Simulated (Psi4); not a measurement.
thiooxirane (C2H4S), singlet, at a GFN2-xTB geometry. Base run: Psi4 with PBE0/6-31G**.

Here is a job for Psi4.
```
memory 2 GB

molecule mol {
0 1
C     0.011731   -0.727088   -0.798507
S     0.002623   -0.013849    0.853379
C    -0.016566    0.752614   -0.774407
H    -0.888815   -1.259810   -1.072144
H     0.930506   -1.224936   -1.077171
H     0.882335    1.294024   -1.036144
H    -0.936987    1.259150   -1.031117
}

set {
  basis 6-31g**
  reference rks
}

energy('pbe0')
print_variables()
```

Variants of this job, named by their change:

```tsv
change	basis functions	E (Eh)	dipole (D)	core-seconds (rough)
base	69	-476.53744	2.07	8
basis = STO-3G	?	?	?	4
basis = 3-21G	39	?	?	5
basis = 6-31G	39	-476.47495	2.21	4
basis = cc-pVDZ	66	-476.55421	1.86	5
basis = def2-SVP	66	-476.36517	1.84	4
basis = 6-31+G*	69	?	?	4
basis = cc-pV(D+d)Z	?	?	?	5
basis = 6-311G**	86	-476.57668	2.07	7
basis = 6-311++G**	102	-476.57780	2.05	6
basis = aug-cc-pVDZ	109	-476.56223	1.94	10
basis = def2-TZVPD	156	-476.59237	1.87	8
basis = cc-pVQZ	289	-476.60524	1.89	30
```

**Question.** Fill in the missing entries.

**Answer.** 
- basis = STO-3G, basis functions: 23
- basis = STO-3G, E (Eh): -471.21037
- basis = STO-3G, dipole (D): 0.73
- basis = 3-21G, E (Eh): -474.12898
- basis = 3-21G, dipole (D): 2.06
- basis = 6-31+G*, E (Eh): -476.53461
- basis = 6-31+G*, dipole (D): 2.09
- basis = cc-pV(D+d)Z, basis functions: 71
- basis = cc-pV(D+d)Z, E (Eh): -476.55803
- basis = cc-pV(D+d)Z, dipole (D): 1.83

Totals compare only among sets that treat the same electrons; sets with core potentials leave the core out.
